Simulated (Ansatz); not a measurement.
Start from `[CH3][AlH][C]#N` and change one atom or group to get `N#[C][AlH][OH]`.

Ansatz, PBE0-D4/def2-TZVP geometries, multiplicity 1. Each molecule was computed in one conformer, which needn't be the lowest.

| property | `[CH3][AlH][C]#N` |
| --- | --- |
| HOMO–LUMO gap (ωB97M-V/def2-TZVPP) / eV | 10.59 |
| HOMO–LUMO gap (B3LYP/def2-TZVPP) / eV | 6.22 |
| HOMO energy (PBE0/def2-TZVPP) / eV | -8.78 |
| size of the dipole moment (B3LYP/def2-TZVPP) / D | 3.96 |
| size of the dipole moment (ωB97M-V/def2-TZVPP) / D | 3.98 |
| LUMO energy (PBE0/def2-TZVPP) / eV | -2.11 |

Question: What does the change do to each property? (Estimate.)

Answer: Computed: 
| property | `N#[C][AlH][OH]` | shift |
| --- | --- | --- |
| HOMO–LUMO gap (ωB97M-V/def2-TZVPP) / eV | 11.71 | 1.12 |
| HOMO–LUMO gap (B3LYP/def2-TZVPP) / eV | 7.19 | 0.97 |
| HOMO energy (PBE0/def2-TZVPP) / eV | -9.49 | -0.71 |
| size of the dipole moment (B3LYP/def2-TZVPP) / D | 4.57 | 0.61 |
| size of the dipole moment (ωB97M-V/def2-TZVPP) / D | 4.60 | 0.62 |
| LUMO energy (PBE0/def2-TZVPP) / eV | -1.85 | 0.26 |

With PBE0 the HOMO falls by 0.71 eV and the LUMO rises by 0.26 eV, so the gap widens by about 0.97 eV. PBE moves the HOMO by -0.49 eV and ωB97M-V by -0.81 eV. Dipoles are sizes alone; their direction can turn.

B3LYP here is the variant with VWN-RPA as its local correlation; programs differ in this.
